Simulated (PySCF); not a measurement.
## 17O chemical shifts

- NMR shieldings at PBE0/pcSseg-1/GIAO
- coordinates at the GFN2-xTB level
- program: PySCF
- non-relativistic Hamiltonian, a single conformation, gas phase, fast rotation and ring inversion assumed for equivalent nuclei

Shieldings were converted by a linear fit to measured shifts: 17O (scatter 10.7 ppm rms, 12.2 ppm with the 3 outliers that the fit left out vs liquid water, solution or neat liquid). A few per cent of atoms miss by over 2 rms, more outside the fitted compound classes.

Problem. Give the 17O shifts of `C=CC[P@](=O)(O)c1ccsc1`, `COC1=C(C)[P@H](=O)CC1`, `C=Cc1csc(S(=O)(=O)Cl)c1`, `C=CC[P@](=O)(O)c1cccs1`, `N#CO`, `C[P@@](=O)(O)C1=CCCC1`.

Solution. 
| compound | environment | δ (ppm) |
| --- | --- | --- |
| [CH2:1]=[CH:2][CH2:3][P@:4](=[O:5])([OH:6])[c:7]1[cH:8][cH:9][s:10][cH:11]1 | O5: P=O oxygen | 99.0 |
| [CH2:1]=[CH:2][CH2:3][P@:4](=[O:5])([OH:6])[c:7]1[cH:8][cH:9][s:10][cH:11]1 | O6: oxygen bonded to P, H | 67.2 |
| [CH3:1][O:2][C:3]1=[C:4]([CH3:5])[P@H:6](=[O:7])[CH2:8][CH2:9]1 | O2: ether oxygen | 67.1 |
| [CH3:1][O:2][C:3]1=[C:4]([CH3:5])[P@H:6](=[O:7])[CH2:8][CH2:9]1 | O7: P=O oxygen | 53.2 |
| C=Cc1csc(S(=O)(=O)Cl)c1 | S=O oxygen (×2) | 235.7 |
| [CH2:1]=[CH:2][CH2:3][P@:4](=[O:5])([OH:6])[c:7]1[cH:8][cH:9][cH:10][s:11]1 | O5: P=O oxygen | 84.8 |
| [CH2:1]=[CH:2][CH2:3][P@:4](=[O:5])([OH:6])[c:7]1[cH:8][cH:9][cH:10][s:11]1 | O6: oxygen bonded to P, H | 73.8 |
| N#CO | oxygen bonded to C, H | -2.7 |
| [CH3:1][P@@:2](=[O:3])([OH:4])[C:5]1=[CH:6][CH2:7][CH2:8][CH2:9]1 | O3: P=O oxygen | 99.7 |
| [CH3:1][P@@:2](=[O:3])([OH:4])[C:5]1=[CH:6][CH2:7][CH2:8][CH2:9]1 | O4: oxygen bonded to P, H | 64.6 |
